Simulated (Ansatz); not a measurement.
Molecule: methylidenecyclohexane, C7H12, net charge 0, singlet state. 
Structure (B3LYP-D3(BJ)/def2-TZVP (Ansatz, an electronic-structure program) minimum search):
SMILES: C=C1CCCCC1
```xyz
19

C      2.2683     0.0092     0.6804
C      1.1171     0.0000     0.0154
C      0.3962    -1.2690    -0.3521
C     -1.0451    -1.2603     0.1800
C     -1.7941    -0.0034    -0.2643
C     -1.0446     1.2654     0.1440
C      0.3967     1.2583    -0.3881
H      2.7603     0.9366     0.9483
H      2.7599    -0.9104     0.9746
H      0.9406    -2.1386     0.0196
H      0.3609    -1.3532    -1.4457
H     -1.0190    -1.2984     1.2737
H     -1.5711    -2.1569    -0.1569
H     -1.9089    -0.0189    -1.3542
H     -2.8029     0.0028     0.1558
H     -1.0185     1.3346     1.2362
H     -1.5702     2.1522    -0.2182
H      0.3615     1.3113    -1.4836
H      0.9415     2.1379    -0.0413
```

Quantity: atomisation energy (electronic, to ground-state atoms), in kcal/mol. Correlated levels leave the core frozen unless marked. Open shells are spin-unrestricted. Spin-orbit coupling is left out. No relativistic terms. The coupled-cluster limit lacks core correlation, which all-electron functionals hold. Basis-set limits of correlation are two-point, X^-3; Hartree-Fock from the larger set. [CCSD(T)-MP2]/basis is that difference in the basis named.

```tsv
level	program	atomisation energy (kcal/mol)
HF/aug-cc-pVDZ	Ansatz	1430.0
```

Task: Estimate the value at RI-MP2/CBS(aug-cc-pVTZ,aug-cc-pVQZ)+[CCSD(T)-MP2]/aug-cc-pVTZ as computed with Ansatz.

Result: 1913.9 kcal/mol
